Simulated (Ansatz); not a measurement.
Start from `[SiH3]C[SiH2]I` and change one element to get `[SiH3]C[SiH2]Br`.

Ansatz, PBE0-D4/def2-TZVP geometries, multiplicity 1. Each molecule was computed in one conformer, which needn't be the lowest.

Elements past krypton have def2 core potentials. Scalar relativity is left out up to krypton.

```csv
property,`[SiH3]C[SiH2]I`
size of the dipole moment (B3LYP/def2-TZVPP) / D,1.39
HOMO–LUMO gap (B3LYP/def2-TZVPP) / eV,6.48
HOMO energy (PBE0/def2-TZVPP) / eV,-7.60
LUMO energy (PBE/def2-TZVPP) / eV,-1.51
HOMO–LUMO gap (PBE0/def2-TZVPP) / eV,6.92
size of the dipole moment (ωB97M-V/def2-TZVPP) / D,1.43
```

Q: Give the same properties after the change, and the shifts. (Estimate.)

A: Computed: 
| property | `[SiH3]C[SiH2]Br` | shift |
| --- | --- | --- |
| size of the dipole moment (B3LYP/def2-TZVPP) / D | 1.42 | 0.03 |
| HOMO–LUMO gap (B3LYP/def2-TZVPP) / eV | 7.56 | 1.08 |
| HOMO energy (PBE0/def2-TZVPP) / eV | -8.28 | -0.68 |
| LUMO energy (PBE/def2-TZVPP) / eV | -1.14 | 0.37 |
| HOMO–LUMO gap (PBE0/def2-TZVPP) / eV | 8.00 | 1.08 |
| size of the dipole moment (ωB97M-V/def2-TZVPP) / D | 1.44 | 0.01 |

With PBE0 the HOMO falls by 0.68 eV and the LUMO rises by 0.41 eV, so the gap widens by about 1.09 eV. PBE moves the HOMO by -0.55 eV and ωB97M-V by -0.74 eV. Dipoles are sizes alone; their direction can turn.

B3LYP here is the variant with VWN-RPA as its local correlation; programs differ in this.

Spin–orbit coupling is left out; it splits and shifts lone-pair levels of the heavy atoms by tenths of an eV.
